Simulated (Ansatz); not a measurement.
`BCCl` and `B[CH](Cl)[GeH3]` differ in one atom or group.

Ansatz, PBE0-D4/def2-TZVP geometries, multiplicity 1. 

Scalar relativity is left out up to krypton.

```tsv
property	`BCCl`
LUMO energy (B3LYP/def2-TZVPP) / eV	-2.03
LUMO energy (PBE/def2-TZVPP) / eV	-2.83
HOMO energy (B3LYP/def2-TZVPP) / eV	-7.94
LUMO energy (PBE0/def2-TZVPP) / eV	-1.79
HOMO–LUMO gap (PBE/def2-TZVPP) / eV	3.97
LUMO energy (ωB97M-V/def2-TZVPP) / eV	0.17
```

Problem. Give the same properties after the change, and the shifts. (Best estimate.)

Solution. The calculation gave: 
| property | `B[CH](Cl)[GeH3]` | shift |
| --- | --- | --- |
| LUMO energy (B3LYP/def2-TZVPP) / eV | -1.80 | 0.23 |
| LUMO energy (PBE/def2-TZVPP) / eV | -2.54 | 0.29 |
| HOMO energy (B3LYP/def2-TZVPP) / eV | -7.62 | 0.32 |
| LUMO energy (PBE0/def2-TZVPP) / eV | -1.59 | 0.20 |
| HOMO–LUMO gap (PBE/def2-TZVPP) / eV | 4.07 | 0.10 |
| LUMO energy (ωB97M-V/def2-TZVPP) / eV | 0.31 | 0.14 |

With PBE0 the HOMO rises by 0.34 eV and the LUMO rises by 0.20 eV, so the gap narrows by about 0.14 eV. PBE moves the HOMO by 0.19 eV and ωB97M-V by 0.46 eV.

B3LYP here is the variant with VWN-RPA as its local correlation; programs differ in this.
